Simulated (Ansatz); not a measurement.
Ligand-field states of [Co(PH3)Cl5]2- (CoPH₃Cl₅²⁻) at its PBE0-D4/def2-SVPD geometry (relaxed as a singlet).

```xyz
10

Co    0.2118    0.5753   -0.6965
P    -0.2676   -0.7953    0.9403
H    -1.0761   -1.9227    0.6413
H    -0.9624   -0.2716    2.0560
H     0.8096   -1.4452    1.6050
Cl    0.5681    2.1152   -2.3560
Cl   -0.2530   -1.1626   -2.1389
Cl    0.6434    2.0440    1.0477
Cl    2.3985   -0.1281   -0.6078
Cl   -2.0722    0.9910   -0.4910
```

CASSCF(6,5) on the Co 3d shell in def2-SVP, averaged with equal weights over 5 quintets and 12 triplets and 6 singlets, then SC-NEVPT2; Ansatz, no spin–orbit coupling. The space holds no ligand orbitals and no second d shell, so covalent complexes are described poorly. NEVPT2 shifts the excited states by 0.0 to 1.8 eV; shifts past about 1.5 eV mark a space that is too small, and such energies aren't to be trusted.

Question: Estimate the states' energies above the lowest.

Answer: 
```tsv
state	CASSCF (eV)	NEVPT2 (eV)
quintet 1	0.00	1.26
quintet 2	0.03	1.27
quintet 3	0.03	1.27
quintet 4	1.27	3.05
quintet 5	1.95	3.71
triplet 1	0.90	0.79
triplet 2	1.24	1.28
triplet 3	1.25	1.29
triplet 4	1.82	2.16
triplet 5	1.83	2.17
triplet 6	2.08	2.57
triplet 7	2.20	2.97
triplet 8	2.21	2.99
triplet 9	2.79	3.65
triplet 10	2.94	3.86
triplet 11	2.94	3.86
triplet 12	2.96	3.97
singlet 1	1.25	0.00
singlet 2	2.12	2.02
singlet 3	2.47	2.59
singlet 4	2.48	2.60
singlet 5	3.43	3.89
singlet 6	3.44	3.90
```
The lowest NEVPT2 state is a singlet. It took 2 min on 4 threads of Arm Neoverse N1 on a shared host, peak host memory 1.5 GiB.
